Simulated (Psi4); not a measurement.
Interaction energy of CH2O2 ··· CHN (SMILES O=CO and C#N), singlet. Monomers: optimised at B3LYP-D3(BJ) (def2-TZVP), held rigid. Orientation: a random orientation, not optimised. R is the distance of the centres of mass, along which the second monomer moves.

Geometry at R = 3.73 Å (first 5 atoms: monomer A):
```
8

O      0.8136    -0.5324    -0.0621
C     -0.4198     0.0009    -0.0491
O     -0.6803     1.1288     0.2544
H      1.4376     0.1588     0.2164
H     -1.1510    -0.7561    -0.3596
C     -3.9779     0.0603     0.5172
N     -3.3390    -0.0666     1.4603
H     -4.5725     0.1784    -0.3605
```

Levels of theory: PBE/def2-TZVP, counterpoise-corrected (Psi4); PBE-D3(BJ)/def2-TZVP, counterpoise-corrected (Psi4); PBE0-D3(BJ)/def2-TZVP, counterpoise-corrected (Psi4); SAPT0/jun-cc-pVDZ, frozen core (Psi4).

Interaction energies in kcal/mol; the last columns give the difference from SAPT0:

| R / Å | PBE/def2-TZVP | PBE-D3(BJ)/def2-TZVP | PBE0-D3(BJ)/def2-TZVP | SAPT0/jun-cc-pVDZ | PBE/def2-TZVP − SAPT0/jun-cc-pVDZ | PBE-D3(BJ)/def2-TZVP − SAPT0/jun-cc-pVDZ | PBE0-D3(BJ)/def2-TZVP − SAPT0/jun-cc-pVDZ |
|---|---|---|---|---|---|---|---|
| 3.10 | 7.72 | 6.46 | 6.53 | 7.56 | 0.16 | -1.10 | -1.04 |
| 3.36 | 3.00 | 1.91 | 1.99 | 2.74 | 0.26 | -0.82 | -0.75 |
| 3.54 | 1.47 | 0.51 | 0.60 | 1.24 | 0.23 | -0.73 | -0.64 |
| 3.73 | 0.63 | -0.19 | -0.09 | 0.46 | 0.17 | -0.65 | -0.55 |
| 3.93 | 0.21 | -0.47 | -0.38 | 0.10 | 0.12 | -0.57 | -0.48 |
| 4.14 | 0.03 | -0.52 | -0.44 | -0.04 | 0.07 | -0.48 | -0.40 |
| 4.39 | -0.03 | -0.45 | -0.38 | -0.07 | 0.05 | -0.38 | -0.31 |
| 4.70 | -0.01 | -0.31 | -0.26 | -0.05 | 0.03 | -0.26 | -0.22 |
| 5.24 | 0.04 | -0.12 | -0.10 | 0.01 | 0.03 | -0.13 | -0.11 |
| 5.91 | 0.06 | -0.01 | 0.00 | 0.04 | 0.02 | -0.05 | -0.04 |
| 6.95 | 0.05 | 0.03 | 0.03 | 0.04 | 0.01 | -0.02 | -0.01 |
| 8.24 | 0.03 | 0.02 | 0.03 | 0.03 | 0.00 | -0.01 | -0.01 |

PBE/def2-TZVP is furthest from SAPT0/jun-cc-pVDZ at 3.36 (0.26 kcal/mol, above); its mean absolute difference over the points is 0.10 kcal/mol.

PBE-D3(BJ)/def2-TZVP is furthest from SAPT0/jun-cc-pVDZ at 3.10 (-1.10 kcal/mol, below); its mean absolute difference over the points is 0.43 kcal/mol.

PBE0-D3(BJ)/def2-TZVP is furthest from SAPT0/jun-cc-pVDZ at 3.10 (-1.04 kcal/mol, below); its mean absolute difference over the points is 0.38 kcal/mol.
